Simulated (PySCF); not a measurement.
H2Sb, SMILES [SbH2], multiplicity 2. Coordinates come from a PBE-D3(BJ)/def2-TZVPD optimisation. The isomer is the one that the SMILES or the coordinates give; other isomers of the formula were not compared. The def2 effective core potentials stand for the cores of Sb; spin–orbit coupling is left out.

### Question
Give the equilibrium geometry at PBE-D3(BJ)/def2-TZVPD (PySCF confirms it by a frequency run) as a Z-matrix, and its point group. (An estimate is asked for; the answer gives what the named calculation found.)

### Answer
point group C2v.
```
Sb
H 1 1.7284
H 1 1.7284 2 89.62
```
Charge 0, spin multiplicity 2.
